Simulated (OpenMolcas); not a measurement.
Tm2+: ligand-field states by method

Tm2+ with 8 ligands (fluoride) in square antiprismatic coordination (D4d) at 2.36 Å, a polar angle of 55.6° against the regular 57.3°. A charge of +0.75 e stands 2.4 Å behind each ligand. Ligand basis ANO-RCC-VDZP.
```
Tm    0.0000    0.0000    0.0000
F     1.7986    0.7450    1.3340
F    -0.7450    1.7986    1.3340
F    -1.7986   -0.7450    1.3340
F     0.7450   -1.7986    1.3340
F     1.7986   -0.7450   -1.3340
F     0.7450    1.7986   -1.3340
F    -1.7986    0.7450   -1.3340
F    -0.7450   -1.7986   -1.3340
```

| Quantity | Value |
| --- | --- |
| Program | OpenMolcas |
| Basis | ANO-RCC-VDZP [7s6p4d2f1g] |
| Scalar Hamiltonian | DKH2, point nucleus |
| Active space | 13 electrons in 7 orbitals (4f) |
| State averaging | 2S+1 = 2 odd, 7 roots |
| Spin-orbit coupling | state interaction with AMFI integrals over the reference wave functions |

I. CASSCF
II. SS-CASPT2, IPEA 0.25 Eh, imaginary shift 0.1 Eh (closed shells correlated: 5s 5p and the ligand valence shells)

Spin-free states in cm-1, each column counted from its own energy of the first state listed:

```csv
State,Degeneracy,I,II
2S+1 = 2,2,0,0
2S+1 = 2,2,159,140
2S+1 = 2,2,284,260
2S+1 = 2,1,298,330
```

With spin-orbit coupling the lowest J multiplet is 278 (I), 289 (II) cm-1 wide, a factor of 1.04 from I to II.

χT at 300 K: I 2.51, II 2.51 cm3 K/mol.

Over all roots computed the reference weight is 0.62 in II; a low but even weight reflects the number of correlated electrons. Without dynamic correlation the ligand-field splitting of an f shell can come out too small, at times by half (holds for I). Splittings of an f shell from a small cluster at a set distance can be off by tens of per cent, mostly too small (holds for II). The distance lies 4 % under the 2.47 Å that this model takes as the normal distance (a Shannon-type radius plus a fixed donor radius); by an R⁻⁵ law this alone changes a d-shell field by about +26 %. No measured value stands beside these numbers; the geometry is a model, was not optimised and need not be the one that this ion takes.
